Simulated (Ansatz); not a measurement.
CH4Si, SMILES `C[SiH]` (lower singlet) (charge 0, multiplicity 1). This singlet lies 0.99 eV below the relaxed triplet at the level frozen-core CCSD(T)/cc-pVTZ // B3LYP-D3(BJ)/def2-TZVP (Ansatz, a quantum-chemistry and plane-wave program).

Level of theory: PBE0/cc-pVTZ // B3LYP-D3(BJ)/def2-TZVP run with Ansatz.

Ansatz 0.2 input:
```yaml
crystal:
  periodic: [false, false, false]
  atoms:
    - { symbol: C, position_ang: [-0.522732, -0.086976, -0.031506] }
    - { symbol: Si, position_ang: [1.257096, -0.718505, -0.252594] }
    - { symbol: H, position_ang: [-0.67544, 0.810941, -0.643027] }
    - { symbol: H, position_ang: [-1.282449, -0.823594, -0.292282] }
    - { symbol: H, position_ang: [-0.679557, 0.232633, 1.005993] }
    - { symbol: H, position_ang: [1.90308, 0.5855, 0.213417] }
basis:
  gaussian: { orbitals: cc-pVTZ }
hamiltonian:
  xc: pbe0
```

Output:

```
Functional definition: PBE0
697 factors; their error is unknown
mean field evaluation 1: about -8968.4726 eV, gradient 4.8e1 eV
mean field evaluation 2: about -8964.8995 eV, gradient 5.6e1 eV
mean field evaluation 4: about -8973.8783 eV, gradient 8.6e-1 eV
mean field evaluation 8: about -8973.9089 eV, gradient 2.0e-1 eV
mean field -8973.90889981 eV, -329.7850693340 hartree, gradient 1.3e-5 eV, S^2 0.000000; 0 other end points of the search recorded, 0 dependent functions left out
reference -8973.90892278 eV, -329.7850701781 hartree; 12, 12 occupied and 108, 108 virtual orbitals, 697 factors
Total energy: -8973.90892278 eV, -329.7850701781 hartree
```
